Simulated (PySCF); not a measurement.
potassium atom (K), doublet; MN15/def2-TZVP (PySCF).

Input for PySCF:
```python
from pyscf import gto, scf, dft

mol = gto.Mole()
mol.atom = '''
    K     0.000000    0.000000    0.000000
'''
mol.basis = 'def2-tzvp'
mol.charge = 0
mol.spin = 1
mol.verbose = 4
mol.build()

mf = dft.UKS(mol)
mf.xc = 'mn15'
mf.kernel()
```

Task: What does PySCF print? Leave out banner, timings and long lists.

Result: 
```
PySCF version 2.14.0

[INPUT] verbose = 4
[INPUT] num. atoms = 1
[INPUT] num. electrons = 19
[INPUT] charge = 0
[INPUT] spin (= nelec alpha-beta = 2S) = 1
[INPUT] symmetry False subgroup None
[INPUT] Mole.unit = angstrom
[INPUT] Symbol           X                Y                Z      unit          X                Y                Z       unit  Magmom
[INPUT]  1 K      0.000000000000   0.000000000000   0.000000000000 AA    0.000000000000   0.000000000000   0.000000000000 Bohr   0.0

nuclear repulsion = 0
number of shells = 13
number of NR pGTOs = 65
number of NR cGTOs = 33
basis = def2-tzvp
ecp = {}

******** <class 'pyscf.dft.uks.UKS'> ********
method = UKS
initial guess = minao
damping factor = 0
level_shift factor = 0
DIIS = <class 'pyscf.scf.diis.CDIIS'>
diis_start_cycle = 1
diis_space = 8
diis_damp = 0
SCF conv_tol = 1e-09
SCF conv_tol_grad = None
SCF max_cycles = 50
direct_scf = True
direct_scf_tol = 1e-13
number electrons alpha = 10  beta = 9
XC library pyscf.dft.libxc version 7.1.2
    S. Lehtola, C. Steigemann, M. J. T. Oliveira, and M. A. L. Marques,  SoftwareX 7, 1–5 (2018)
XC functionals = mn15
    H. S. Yu, X. He, S. L. Li, and D. G. Truhlar,  Chem. Sci. 7, 5032–5051 (2016)
    H. S. Yu, X. He, S. L. Li, and D. G. Truhlar,  Chem. Sci. 7, 5032–5051 (2016)
radial grids:
    Treutler-Ahlrichs [JCP 102, 346 (1995); DOI:10.1063/1.469408] (M4) radial grids

becke partition: Becke, JCP 88, 2547 (1988); DOI:10.1063/1.454033
pruning grids: <function nwchem_prune>
grids dens level: 3
symmetrized grids: False
atomic radii adjust function: <function treutler_atomic_radii_adjust>
small_rho_cutoff = 0
Set gradient conv threshold to 3.16228e-05
tot grids = 20040
init E= -599.77627911793

cycle= 1 E= -599.82517174467  delta_E= -0.0489  |g|= 0.0202  |ddm|= 0.575
cycle= 2 E= -599.825628201116  delta_E= -0.000456  |g|= 0.00341  |ddm|= 0.112
cycle= 3 E= -599.825640623533  delta_E= -1.24e-05  |g|= 0.00147  |ddm|= 0.024
cycle= 4 E= -599.825641768876  delta_E= -1.15e-06  |g|= 9.79e-05  |ddm|= 0.00439
cycle= 5 E= -599.825641799146  delta_E= -3.03e-08  |g|= 1.16e-05  |ddm|= 0.00192
cycle= 6 E= -599.825641799683  delta_E= -5.36e-10  |g|= 1.02e-06  |ddm|= 0.000274
Extra cycle  E= -599.825641799689  delta_E= -5.91e-12  |g|= 3.06e-07  |ddm|= 2.45e-05
converged SCF energy = -599.825641799689  <S^2> = 0.75030257  2S+1 = 2.0003025
```
